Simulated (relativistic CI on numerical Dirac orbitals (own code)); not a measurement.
Yb4+: 3d photoemission

Computed with this model: Dirac-Coulomb-Breit CI, separate exchange-only KLI orbitals for each configuration, QED by a radiative potential, valence Slater integrals scaled by 0.7, multiplet model of photoemission in the sudden approximation; configurations [Xe] 4f12 → [Ar] 3d9 4s2 4p6 4d10 4f12 5s2 5p6; 80 K; Lorentzian 0.63 eV and Gaussian 0.7 eV FWHM. Energies are those of the free ion, without screening or charge transfer. The energies are binding energies and can lie tens of eV above those of solids. S is read from ⟨S²⟩ = S(S + 1).

free ion: ground-state S = 0.99, centroid 1609.80 eV. Peaks (eV, height): 1588.3 (100), 1590.7 (50), 1593.9 (28), 1595.7 (14), 1638.1 (83), 1639.4 (80).

Strongest unbroadened transitions for free ion:

| Energy (eV) | Relative strength |
| --- | --- |
| 1588.13 | 26.4 |
| 1588.21 | 100.0 |
| 1588.71 | 25.4 |
| 1589.19 | 73.4 |
| 1590.54 | 11.0 |
| 1590.56 | 11.2 |
| 1590.63 | 14.6 |
| 1590.89 | 11.1 |
| 1591.04 | 13.5 |
| 1591.74 | 30.7 |
| 1592.72 | 11.5 |
| 1593.60 | 14.1 |
| 1594.24 | 14.9 |
| 1637.50 | 14.3 |
| 1637.97 | 39.2 |
| 1638.13 | 66.9 |
| 1639.02 | 29.6 |
| 1639.49 | 83.9 |
